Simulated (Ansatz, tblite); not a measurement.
Adding an electron: [In(H2O)6]3+ (InO₆H₁₂³⁺). Charge 3, multiplicity 1. Geometry: PBE-D4/def2-SVP. Ansatz, gas phase; energy differences of separate SCF runs; the reduced species was run as a doublet alone.

```
atom   x (Å)   y (Å)   z (Å)
 In1   0.000   0.000   0.000
  O2  -0.288  -0.209  -2.188
  H3   0.353  -0.046  -2.919
  H4  -0.993  -0.787  -2.565
  O5   0.297   0.277   2.178
  H6   0.744  -0.406   2.732
  H7  -0.201   0.855   2.804
  O8  -1.896  -1.133   0.180
  H9  -2.767  -0.677   0.263
 H10  -2.040  -2.058   0.491
 O11   1.920   1.084  -0.225
 H12   2.318   1.486  -1.033
 H13   2.365   1.516   0.543
 O14  -1.287   1.795  -0.176
 H15  -1.574   2.144  -1.053
 H16  -1.420   2.530   0.468
 O17   1.253  -1.813   0.232
 H18   2.227  -1.795   0.075
 H19   0.988  -2.762   0.194
```

In the def2 sets In takes a core potential; there is no spin–orbit coupling. The xTB rows come from tblite.

| level | −HOMO (eV) | −LUMO (eV) | vertical EA (eV) | HOMO–LUMO gap (eV) |
| --- | --- | --- | --- | --- |
| GFN2-xTB | 25.59 | 22.24 | 19.40 | 3.35 |
| PBE0-D4/def2-TZVP | 23.11 | 15.05 | 13.21 | 8.06 |
| ωB97M-V/def2-TZVP | 25.63 | 12.87 | 12.95 | 12.76 |

Question: Estimate the rows for GFN1-xTB, PBE-D4/def2-TZVP.

Answer: 
```tsv
level	−HOMO (eV)	−LUMO (eV)	vertical EA (eV)	HOMO–LUMO gap (eV)
GFN1-xTB	26.54	21.23	18.81	5.32
PBE-D4/def2-TZVP	21.21	16.12	13.47	5.08
```

  Raw xTB energy differences between charge states are shifted by several eV; the methods need an empirical correction for them.
